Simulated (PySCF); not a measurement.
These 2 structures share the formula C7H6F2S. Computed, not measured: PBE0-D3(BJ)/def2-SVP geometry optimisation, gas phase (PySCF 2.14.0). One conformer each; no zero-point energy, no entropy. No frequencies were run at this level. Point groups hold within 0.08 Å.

Task: Rank from lowest to highest electronic energy at this level (kJ/mol).
A. `[F:1][CH:2]([F:3])[S:4][c:5]1[cH:6][cH:7][cH:8][cH:9][cH:10]1` with F1–C2–S4–C5 57°, C2–S4–C5–C6 79° (PhSCHF2)
B. `[F:1][CH:2]([F:3])[c:4]1[cH:5][cH:6][cH:7][cH:8][c:9]1[SH:10]` with F1–C2–C4–C5 7°, C8–C9–S10–H 141°

Result: B (0.0), A (30.4).

As drawn, the lower has an S–H bond, which the higher lacks.

```csv
SMILES,E (Eh),E rel (kJ/mol),dipole (D),point group,"A, B, C (MHz)"
FC(F)c1ccccc1S,-867.13409,0.0,1.51,C1,"1401, 1120, 659.0"
FC(F)Sc1ccccc1,-867.12252,30.4,0.75,C1,"2139, 770.0, 725.7"
```
